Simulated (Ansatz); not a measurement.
A nudged elastic band was laid between two geometries of C₂H₄BBrO (9 atoms, charge 0, multiplicity 1).

Computed with Ansatz 0.2.0, RKS PBE0-D4/def2-SVP.

```
movable images  : 9
climbing image  : yes
spring          : 5.0 eV/Å²
optimiser       : quadratic models (default)
start path      : through a guess of the saddle point
force threshold : 0.05 eV/Å
iteration limit : 24
end points      : relaxed
```

First end point:

```xyz
9
Properties=species:S:1:pos:R:3
B -0.713 1.222 0.793
C 0.243 0.271 0.112
Br 2.124 0.608 -0.013
C -0.172 -0.895 -0.462
O 0.571 -1.785 -1.075
H -1.882 0.909 0.813
H -0.346 2.253 1.300
H -1.235 -1.159 -0.432
H 1.497 -1.470 -1.053
```

Last end point:

```xyz
9
Properties=species:S:1:pos:R:3
B -0.713 1.224 0.792
C 0.241 0.270 0.112
Br 2.122 0.610 -0.018
C -0.173 -0.899 -0.459
O 0.572 -1.785 -1.075
H -0.343 2.261 1.283
H -1.880 0.905 0.828
H -1.234 -1.167 -0.424
H 1.497 -1.467 -1.056
```

Task: Which bonds break or form, and what moves?

Result: No bond is made or broken. The dihedral H6–B1–C2–Br3 goes from 180 to 1°. The two ends are copies of one structure, up to a mirror image or an exchange of like atoms.

Task: Give the energies along the band, and the barrier.

Result: The run converged. The highest image is number 5 of 0 to 10, 14.8 kcal/mol above the ends, which have the same energy within 2 meV. A vibrational analysis at the climbing image gives one clearly imaginary mode, 93i cm⁻¹: a first-order saddle point.

```tsv
image	path coordinate (Å)	energy (kcal/mol)	dihedral H6–B1–C2–Br3 (°)
0	0.00	0.0	180
1	0.46	1.5	-164
2	0.91	5.7	-145
3	1.37	10.9	-125
4	1.83	14.2	-105
5	2.28	14.8	-87
6	2.74	14.2	-69
7	3.20	10.7	-51
8	3.65	5.6	-33
9	4.11	1.4	-16
10	4.56	0.0	1
```

Task: What is the geometry of the highest image?

Result: 
```xyz
9
Properties=species:S:1:pos:R:3:forces:R:3
B -0.667 1.250 0.881 0.02 0.02 0.02
C -0.009 0.103 0.084 -0.03 -0.02 -0.03
Br 1.807 0.559 0.571 0.01 0.01 0.01
C -0.232 -0.941 -0.718 0.04 -0.02 -0.01
O 0.666 -1.767 -1.264 0.00 0.03 0.02
H -0.948 1.092 2.047 0.00 0.00 0.00
H -0.821 2.334 0.367 -0.01 0.00 -0.01
H -1.261 -1.195 -0.992 0.00 0.00 0.01
H 1.553 -1.483 -0.993 -0.03 -0.02 0.00
```

Task: What are the harmonic wavenumbers there?

Result: 93i, 122, 180, 215, 382, 501, 552, 596, 850, 909, 966, 980, 1186, 1233, 1293, 1386, 1800, 2575, 2672, 3217, 3775 cm⁻¹.

Time of the run: 5.8 min on 2 threads of AMD EPYC 7R43 64-Core Processor (Zen 3), on a shared host, peak memory 0.29 GiB.
